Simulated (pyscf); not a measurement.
# H₃C–Sn(CH₃)(CH₃)–CH₃, singlet

Gas-phase minimum from PySCF at ωB97X-D3(BJ)/def2-SVP, one conformer. 

```
Sn
C 1 2.1486
H 2 1.1007 1 110.55
H 2 1.1007 3 108.37 1 -121.30
H 2 1.1007 3 108.37 4 -117.40
C 1 2.1486 2 109.45 3 -59.77
H 6 1.1007 1 110.55 2 -179.73
H 6 1.1007 7 108.37 1 -121.30
H 6 1.1007 7 108.37 8 -117.41
C 1 2.1486 2 109.48 3 -179.77
H 10 1.1007 1 110.55 2 -179.97
H 10 1.1007 11 108.37 1 -121.30
H 10 1.1007 11 108.37 12 -117.40
C 1 2.1486 2 109.48 3 60.23
H 14 1.1007 1 110.55 2 -60.10
H 14 1.1007 15 108.37 1 121.30
H 14 1.1007 15 108.37 16 117.41
```
Charge 0, spin multiplicity 1.

Properties at ωB97X-D3(BJ)/def2-SVP:

| Item | Result |
|---|---|
| Harmonic wavenumbers, unscaled | 91, 92, 92, 92, 133, 133, 141, 141, 141, 524, 548, 548, 548, 669, 669, 669, 784, 784, 786, 786, 786, 1236, 1236, 1236, 1247, 1444, 1444, 1444, 1446, 1446, 1456, 1456, 1456, 3073, 3073, 3073, 3073, 3181, 3181, 3181, 3181, 3181, 3182, 3182, 3182 cm⁻¹ |
| Zero-point energy | 90.7 kcal/mol |
| Rotational symmetry number | 12 |
| Entropy of this conformer at 298 K and 1 atm, rigid rotor and harmonic oscillator, modes under 100 cm⁻¹ raised to 100 | 404.3 J/(mol K) |
| Dipole moment | 0.00 D |

Single-point totals, which compare only within one level:

| level | total energy (hartree) |
|---|---|
| ωB97X-D3(BJ)/def2-TZVP | -374.20368 |
| PBE/def2-TZVP | -373.76486 |
| r²SCAN/def2-TZVP | -373.98467 |
| B3LYP-D3(BJ)/def2-TZVP | -374.11906 |
| PBE0-D3(BJ)/def2-TZVP | -373.82286 |
| M06-2X/def2-TZVP | -373.85185 |
| ωB97M-D3(BJ)/def2-TZVP | -374.08553 |

Soft torsions are taken as harmonic, which can shift the entropy by several J/(mol K). Elements past Kr carry the def2 core potentials, without spin-orbit coupling.
